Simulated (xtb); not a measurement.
C5H9O3, doublet, from a rough starting geometry; GFN2-xTB in xtb 6.7.1.

Here is a job for xtb.
```
$ xtb mol.xyz --gfn 2 --uhf 1 --opt vtight --json

# file mol.xyz
17

C      2.72745894    -0.09563172     0.67554274
C      1.52851969    -0.27175738    -0.24770865
O      1.64154218    -0.67376610    -1.38208142
O      0.40873268     0.11965813     0.31965146
C     -0.75780542    -0.02074573    -0.42843281
C     -1.47838432     1.35554303    -0.60261457
C     -1.81738308    -1.02112474     0.36795442
O     -2.98266310    -1.12034541    -0.07796179
H      3.67429839    -0.39389171     0.11781913
H      2.77216957     0.88630342     1.00565900
H      2.61266328    -0.75289245     1.47366655
H     -0.56885217    -0.42251341    -1.39356321
H     -1.58744323     1.84686839     0.48588888
H     -0.80786294     1.99754860    -1.08515330
H     -2.38477122     1.22276341    -0.99870207
H     -1.13978803    -1.92379389     0.44438990
H     -1.82611194    -0.67899473     1.42875816
```

It wrote (shortened):

```
   ID    Z sym.   atoms
    1    6 C      1, 2, 5-7
    2    8 O      3, 4, 8
    3    1 H      9-17

           -------------------------------------------------
          |                Calculation Setup                |
           -------------------------------------------------

           -------------------------------------------------
          |                 G F N 2 - x T B                 |
           -------------------------------------------------

          ...................................................
          :                      SETUP                      :
          :.................................................:
          :  # basis functions                  41          :
          :  # atomic orbitals                  41          :
          :  # shells                           25          :
          :  # electrons                        47          :
          :  max. iterations                   250          :
          :  Hamiltonian                  GFN2-xTB          :
          :  restarted?                      false          :
          :  GBSA solvation                  false          :
          :  PC potential                    false          :
          :  electronic temp.          300.0000000     K    :
          :  accuracy                    1.0000000          :
          :  -> integral cutoff          0.2500000E+02      :
          :  -> integral neglect         0.1000000E-07      :
          :  -> SCF convergence          0.1000000E-05 Eh   :
          :  -> wf. convergence          0.1000000E-03 e    :
          :  Broyden damping             0.4000000          :
          :  net charge                          0          :
          :  unpaired electrons                  1          :
          ...................................................

 iter      E             dE          RMSdq      gap      omega  full diag
   1    -27.5879487 -0.275879E+02  0.425E+00    5.17       0.0  T
   2    -27.6452944 -0.573458E-01  0.253E+00    3.47       1.0  T
   3    -27.6587112 -0.134168E-01  0.171E+00    4.47       1.0  T
   4    -27.6678864 -0.917521E-02  0.867E-01    4.18       1.0  T
   5    -27.6743997 -0.651327E-02  0.196E-01    4.26       1.0  T
   6    -27.6744289 -0.291927E-04  0.867E-02    4.28       1.0  T
   7    -27.6744411 -0.122256E-04  0.295E-02    4.28       1.0  T
   8    -27.6744421 -0.102674E-05  0.804E-03    4.28       3.0  T
[...]
 * total energy  :   -27.4172426 Eh     change       -0.1548953E-05 Eh
 * total energy  :   -27.4172429 Eh     change       -0.3396898E-06 Eh
 * total energy  :   -27.4172433 Eh     change       -0.3538232E-06 Eh
 * total energy  :   -27.4172442 Eh     change       -0.9320659E-06 Eh
 * total energy  :   -27.4172448 Eh     change       -0.5524216E-06 Eh
 * total energy  :   -27.4172461 Eh     change       -0.1332585E-05 Eh
 * total energy  :   -27.4172468 Eh     change       -0.7342281E-06 Eh
 * total energy  :   -27.4172474 Eh     change       -0.5438512E-06 Eh
 * total energy  :   -27.4172472 Eh     change        0.2024796E-06 Eh
 * total energy  :   -27.4172485 Eh     change       -0.1366411E-05 Eh
 * total energy  :   -27.4172487 Eh     change       -0.1502823E-06 Eh
 * total energy  :   -27.4172487 Eh     change       -0.6405284E-07 Eh
   *** GEOMETRY OPTIMIZATION CONVERGED AFTER 96 ITERATIONS ***
         :: total energy             -27.417248743191 Eh    ::
[...]

Wiberg/Mayer (AO) data.
largest (>0.10) Wiberg bond orders for each atom

 ---------------------------------------------------------------------------
     #   Z sym  total        # sym  WBO       # sym  WBO       # sym  WBO
 ---------------------------------------------------------------------------
     1   6 C    3.979 --     2 C    0.989    10 H    0.980    11 H    0.967
                             9 H    0.952
     2   6 C    3.913 --     3 O    1.696     4 O    1.169     1 C    0.989
     3   8 O    2.100 --     2 C    1.696     4 O    0.165
     4   8 O    2.339 --     2 C    1.169     5 C    0.919     3 O    0.165
     5   6 C    3.913 --     6 C    0.998    12 H    0.958     7 C    0.920
                             4 O    0.919
     6   6 C    3.986 --     5 C    0.998    13 H    0.983    14 H    0.980
                            15 H    0.978
     7   6 C    3.971 --     8 O    1.345     5 C    0.920    17 H    0.907
                            16 H    0.750
     8   8 O    1.668 --     7 C    1.345
     9   1 H    0.991 --     1 C    0.952
    10   1 H    0.993 --     1 C    0.980
    11   1 H    0.992 --     1 C    0.967
    12   1 H    0.996 --     5 C    0.958
    13   1 H    0.996 --     6 C    0.983
    14   1 H    0.996 --     6 C    0.980
    15   1 H    0.993 --     6 C    0.978
    16   1 H    0.947 --     7 C    0.750
    17   1 H    0.997 --     7 C    0.907
 ---------------------------------------------------------------------------

Topologies differ in total number of bonds
Writing topology from bond orders to xtbtopo.mol

molecular dipole:
                 x           y           z       tot (Debye)
 q only:        1.332       1.235       0.380
   full:        1.598       1.322       0.455       5.396
molecular quadrupole (traceless):
                xx          xy          yy          xz          yz          zz
 q only:       -0.807      -4.675      -2.830       0.631      -2.328       3.637
  q+dip:       -3.513      -5.556      -3.588      -1.305      -2.561       7.102
   full:       -3.126      -5.676      -3.676      -1.178      -2.645       6.802

optimized geometry written to: xtbopt.xyz

           -------------------------------------------------
          | TOTAL ENERGY              -27.417248743191 Eh   |
          | GRADIENT NORM               0.000053147132 Eh/α |
          | HOMO-LUMO GAP               3.291977996349 eV   |
           -------------------------------------------------

normal termination of xtb
```
